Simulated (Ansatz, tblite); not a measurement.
Adding an electron: the cluster AlB3⁺ (the lowest doublet isomer of a short search). Charge 1, multiplicity 2. Geometry: PBE0-D4/def2-TZVP. Ansatz, gas phase; energy differences of separate SCF runs; the reduced species is a singlet (the triplet lies 0.73 eV higher at PBE0-D4/def2-TZVP).

```xyz
4

B    -1.147    0.856   -0.129
B     0.069   -0.107    0.077
B    -0.002    0.888   -1.128
Al    1.080   -1.637    1.179
```

The xTB rows come from tblite. The structure comes from a short search, and lower isomers may exist.

```tsv
level	−HOMO (eV)	−LUMO (eV)	vertical EA (eV)	HOMO–LUMO gap (eV)	remarks
GFN2-xTB	–	–	10.32	–	–
PBE-D4/def2-TZVP	11.35	10.35	7.89	1.01	–
r2SCAN-D4/def2-TZVP	11.66	9.89	7.76	1.77	spin-contaminated (⟨S²⟩ 0.90) (+1 doublet)
```

Q: Estimate the rows for GFN1-xTB, PBE0-D4/def2-TZVP.

A: 
| level | −HOMO (eV) | −LUMO (eV) | vertical EA (eV) | HOMO–LUMO gap (eV) | remarks |
| --- | --- | --- | --- | --- | --- |
| GFN1-xTB | – | – | 11.39 | – | – |
| PBE0-D4/def2-TZVP | 12.31 | 9.44 | 7.82 | 2.87 | spin-contaminated (⟨S²⟩ 0.86) (+1 doublet) |

  HOMO and LUMO are the levels of the spin that leaves or enters (xTB has no such levels and no spin-polarisation term). Other spin states of the ions may lie lower, which would lower the ionisation energy or raise the affinity. Raw xTB energy differences between charge states are shifted by several eV; the methods need an empirical correction for them.
